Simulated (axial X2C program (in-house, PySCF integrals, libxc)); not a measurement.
## Outer orbitals of InC at 2.209 Å, HF

Calculated with an axial X2C code built on PySCF integrals. Spin-free means the one-electron spin-free X2C Hamiltonian; two-component (2c) means X2C with spin–orbit coupling and atomic mean-field two-electron Coulomb and Gaunt terms, so the difference of the two also holds small scalar two-electron terms. Basis: In dyall-cv3z [11s12p9d4f1g], C dyall-v3z [7s6p2d1f] (cores contracted in-house); Gaussian nuclei, density fitting, unrestricted open shells. Masses: In 114.904 u, C 12.000 u.

The distance is close to the 2c PBE0 minimum; the highest filled and lowest empty levels are listed.

Spin-free orbitals, state M_S = 3/2, Λ = 0 (beyond evenly filled blocks: σα, π+α, π-α) (Löwdin shares):

```
symmetry  occupied  ε (eV)             atomic character
      σα       yes  -28.15             95% In d, 3% C s
     δ+α       yes  -28.00                    100% In d
     δ-α       yes  -28.00                    100% In d
     δ+β       yes  -27.99                    100% In d
     δ-β       yes  -27.99                    100% In d
     π-α       yes  -27.88                    100% In d
     π+α       yes  -27.88                    100% In d
      σβ       yes  -27.87                     99% In d
     π-β       yes  -27.78                    100% In d
     π+β       yes  -27.78                    100% In d
      σα       yes  -22.61    74% C s, 9% In d, 9% In p
      σβ       yes  -15.04   58% C s, 25% In s, 8% In p
      σα       yes  -12.68    57% C p, 37% In s, 4% C s
     π-α       yes  -10.03    88% C p, 6% In p, 4% In d
     π+α       yes  -10.03    88% C p, 6% In p, 4% In d
      σβ       yes   -9.24  57% In s, 19% In p, 12% C s
      σα       yes   -8.44  38% In s, 31% In p, 28% C p
     π+β        no    0.27            90% In p, 10% C p
     π-β        no    0.27            90% In p, 10% C p
     π+α        no    0.63    91% In p, 5% C p, 3% In d
     π-α        no    0.63    91% In p, 5% C p, 3% In d
```

Spinors with spin–orbit coupling (state Ω = 3/2):

| ω | occupied | ε (eV) | atomic character | λ mixture |
| --- | --- | --- | --- | --- |
| 3/2 | yes | -28.54 | 100% In d | 83% δ, 17% π |
| 1/2 | yes | -28.52 | 97% In d | 60% σ, 40% π |
| -3/2 | yes | -28.52 | 100% In d | 86% δ, 14% π |
| -1/2 | yes | -28.44 | 99% In d | 61% π, 39% σ |
| 5/2 | yes | -27.63 | 100% In d | 100% δ |
| -5/2 | yes | -27.63 | 100% In d | 100% δ |
| 1/2 | yes | -27.61 | 98% In d | 60% π, 40% σ |
| 3/2 | yes | -27.54 | 100% In d | 83% π, 17% δ |
| -1/2 | yes | -27.51 | 99% In d | 61% σ, 39% π |
| -3/2 | yes | -27.45 | 100% In d | 86% π, 14% δ |
| 1/2 | yes | -22.61 | 74% C s, 9% In d, 9% In p | 100% σ |
| -1/2 | yes | -15.05 | 58% C s, 25% In s, 8% In p | 100% σ |
| 1/2 | yes | -12.67 | 57% C p, 37% In s, 4% C s | 100% σ |
| 3/2 | yes | -10.03 | 89% C p, 6% In p, 4% In d | 100% π |
| -1/2 | yes | -10.02 | 88% C p, 6% In p, 4% In d | 100% π |
| -1/2 | yes | -9.24 | 57% In s, 19% In p, 12% C s | 100% σ |
| 1/2 | yes | -8.45 | 38% In s, 31% In p, 28% C p | 100% σ |
| 1/2 | no | 0.23 | 89% In p, 10% C p | 100% π |
| -3/2 | no | 0.32 | 90% In p, 10% C p | 100% π |
| -1/2 | no | 0.59 | 90% In p, 5% C p, 3% In d | 100% π |
| 3/2 | no | 0.68 | 91% In p, 5% C p, 3% In d | 100% π |

Mulliken charges and populations of the two-component result (they depend on the basis, above all on diffuse functions):

In 0.55 e (s 9.84 p 18.54 d 20.05 f 0.01), C -0.55 e (s 3.84 p 2.71 d 0.01). ⟨Lz⟩ = 0.00 ħ and ⟨Sz⟩ = 1.50 ħ (0.14 and 1.36 on the two atoms), which add up to Ω.

The state is one determinant whose occupation by symmetry is held fixed; it was picked as the lowest of a PBE0 search that is not exhaustive. With several unpaired electrons one determinant need not be a pure state. This is the top spin component of a Σ state; components of lower Ω are not single determinants and can lie lower.
